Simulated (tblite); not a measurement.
Computed with GFN2-xTB (tblite): harmonic, unscaled wavenumbers at the GFN2-xTB geometry, gas phase. Errors from tens to a few hundred cm⁻¹ against measured bands are possible. Modes of hydrogen on boron and silicon can be 10 to 20 % off. One conformer each. Open shells enter through the occupations alone, without spin polarisation, and single modes of such species can be off by tens of per cent. Thermal functions are those of the rigid rotor and harmonic oscillator, without mixing of conformers.

Question: Order these by their zero-point energy, highest first (kcal/mol).
A. `[SiH3]/C(=C(/C)CF)CF`
B. `C(=O)[C@@](C#N)([SiH3])C(=O)N`
C. `CCC[C@@](F)(CC)[SiH2]F`
D. `Cn1ccnc1C([O])=O` [radical]
E. `CSBC1CCCC1`

Answer: C (117.8), E (113.2), A (83.1), D (60.8), B (59.0).

```
                     SMILES  atoms  mass (u)  symmetry number  modes under 300 cm⁻¹  ZPE (kcal/mol)  S translation (cal/(mol K))  S rotation  S vibration  S spin     S    Cp
     CCC[C@@](F)(CC)[SiH2]F     23    152.08                1                    11           117.8                         39.0        28.8         25.5     0.0  93.3  35.0
                 CSBC1CCCC1     21    128.08                1                     7           113.2                         38.5        28.1         20.5     0.0  87.1  26.5
       C/C(CF)=C(/[SiH3])CF     18    136.05                1                     8            83.1                         38.7        28.3         24.8     0.0  91.8  30.5
           Cn1ccnc1C([O])=O     14    125.04                1                     6            60.8                         38.4        27.3         16.1     1.4  83.2  24.2
N#C[C@@]([SiH3])(C=O)C(N)=O     15    142.02                1                     8            59.0                         38.8        28.1         20.7     0.0  87.6  30.9
```

Entropies and Cp are for 200 K and 1 bar.
